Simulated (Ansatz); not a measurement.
C4H9BF2 (`CC(C)(C)B(F)F`). Total charge 0; spin multiplicity 1.

Cartesian coordinates in Å:
```
C -1.131 0.337 0.955
C -0.034 -0.075 -0.027
C -0.230 0.633 -1.366
C 1.336 0.314 0.558
B 0.004 -1.636 -0.201
F -0.248 -2.458 0.805
F 0.341 -2.216 -1.342
H -1.099 1.419 1.122
H -1.013 -0.156 1.922
H -2.127 0.092 0.574
H 0.546 0.358 -2.084
H -0.192 1.718 -1.228
H -1.197 0.389 -1.813
H 2.156 0.048 -0.114
H 1.373 1.398 0.713
H 1.516 -0.165 1.524
```

Question: List the harmonic frequencies (cm⁻¹, unscaled) at PBE0-D4/def2-TZVP in Ansatz. (Estimate.)

Answer: Ansatz gave: 11, 162, 187, 221, 267, 268, 306, 328, 360, 457, 499, 680, 701, 861, 958, 960, 965, 1023, 1041, 1191, 1213, 1240, 1378, 1382, 1391, 1402, 1427, 1473, 1477, 1478, 1496, 1498, 1517, 3032, 3036, 3040, 3103, 3105, 3108, 3117, 3125, 3126.
